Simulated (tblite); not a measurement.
Input of a run (GFN2-xTB geometry optimisation, gas phase (tblite 0.8.0)), started from a force field or distance geometry:
```
{"job": {"kind": "relax", "xc": "GFN2-xTB", "basis": "xTB"}, "charge": 0, "multiplicity": 2}
C     -3.376000     1.043100    -1.327100
C     -2.337400     0.230300    -0.864400
C     -1.429700    -0.475300    -0.454600
C     -0.372300    -1.287700     0.002100
C     -0.498500    -1.942400     1.184200
N      0.724600    -1.482700    -0.781000
C      1.644300    -0.561300    -0.798500
C      1.724400     0.720500    -0.039100
C      2.772900     1.522400    -0.219800
H     -4.039800     1.553200    -0.621700
H     -3.551800     1.156400    -2.392500
H     -1.384700    -1.837600     1.797300
H      0.281700    -2.602700     1.533900
H      2.508700    -0.760100    -1.461400
H      0.914800     0.979800     0.641500
H      3.577500     1.289500    -0.888500
H      2.834500     2.466800     0.325600
```

Output (eV, eV/Å):
```
step      E/eV     max force
  0    -650.77838    3.380
  1    -650.86852    3.228
  2    -650.97698    0.759
  3    -650.99270    0.873
  4    -651.00776    0.314
  5    -651.01541    0.180
  6    -651.01988    0.191
  7    -651.02685    0.190
  8    -651.03118    0.170
  9    -651.03447    0.138
 10    -651.03732    0.126
 11    -651.04090    0.139
 12    -651.04532    0.160
 13    -651.05006    0.172
 14    -651.05454    0.171
 15    -651.05885    0.155
 16    -651.06378    0.187
 17    -651.06945    0.228
 18    -651.07462    0.173
 19    -651.07825    0.132
 20    -651.08111    0.132
 21    -651.08413    0.176
 22    -651.08745    0.166
 23    -651.09028    0.164
 24    -651.09199    0.202
 25    -651.09504    0.145
 26    -651.09785    0.107
 27    -651.10029    0.111
 28    -651.10230    0.108
 29    -651.10431    0.112
 30    -651.10620    0.101
 31    -651.10770    0.082
 32    -651.10866    0.069
 33    -651.10929    0.055
 34    -651.10968    0.058
 35    -651.10998    0.054
 36    -651.11023    0.040
 37    -651.11049    0.025
 38    -651.11061    0.028
 39    -651.11082    0.029
 40    -651.11098    0.031
 41    -651.11113    0.025
 42    -651.11126    0.038
 43    -651.11142    0.043
 44    -651.11161    0.038
 45    -651.11179    0.027
 46    -651.11191    0.029
 47    -651.11200    0.028
 48    -651.11211    0.026
 49    -651.11225    0.032
 50    -651.11242    0.032
 51    -651.11254    0.025
 52    -651.11263    0.023
 53    -651.11272    0.022
 54    -651.11286    0.032
 55    -651.11300    0.031
 56    -651.11311    0.024
 57    -651.11319    0.019
 58    -651.11327    0.020
 59    -651.11335    0.024
 60    -651.11342    0.021
 61    -651.11347    0.014
 62    -651.11352    0.018
 63    -651.11358    0.018
 64    -651.11366    0.018
 65    -651.11372    0.016
 66    -651.11375    0.014
 67    -651.11378    0.013
 68    -651.11382    0.019
 69    -651.11387    0.025
 70    -651.11393    0.021
 71    -651.11397    0.022
 72    -651.11400    0.013
 73    -651.11404    0.010
```

Q: Summarise the run.

A: The energy falls by 7.7 kcal/mol over 73 L-BFGS steps, the largest force on an atom goes from 3.38 to 0.010 eV/Å, and the atoms move by 0.223 Å rms after alignment. The bond that changes most is C1–C2 (ends: carbon bonded to C and 2 H; carbon bonded to 2 C), which shortens by 0.062 Å. Bonds longer at the end by more than 0.005 Å: 3 of 16; shorter: 11. Among the angles that change most is C4–N6–C7, from 118.4° to 125.7°. The energy never rose by more than 1e-5 eV on the way. The first step brought 27 % of the lowering.

Q: What are the final bond lengths?

A: C1–C2 1.336 Å, C2≡C3 1.233 Å, C3–C4 1.390 Å, C4=C5 1.357 Å, C4–N6 1.391 Å, N6=C7 1.261 Å, C7–C8 1.454 Å, C8=C9 1.328 Å, C1–H10 1.076 Å, C1–H11 1.076 Å, C5–H12 1.074 Å, C5–H13 1.075 Å, C7–H14 1.087 Å, C8–H15 1.083 Å, C9–H16 1.079 Å, C9–H17 1.077 Å. Numbering counts from 1 in the input's order; the species is `C(=C)/C=N\C(=C)C#C[CH2]` [radical].

Hardware: Arm Neoverse V2, one thread, shared host with 96 logical CPUs at a one-minute load of 61. Cost: 0.37 s.

GFN2-xTB frequencies show an imaginary mode (24i cm⁻¹), so the point is no minimum at that level. 3 starts were optimised and ended at 0.00, 1.65 and 1.68 kcal/mol (GFN2-xTB); the lowest of these is shown.

The values belong to the conformer `[CH2:1][C:2]#[C:3][C:4](=[CH2:5])/[N:6]=[CH:7]\[CH:8]=[CH2:9]`: C3–C4–N6–C7 80°, N6–C7–C8–C9 178°.

These are computed values.
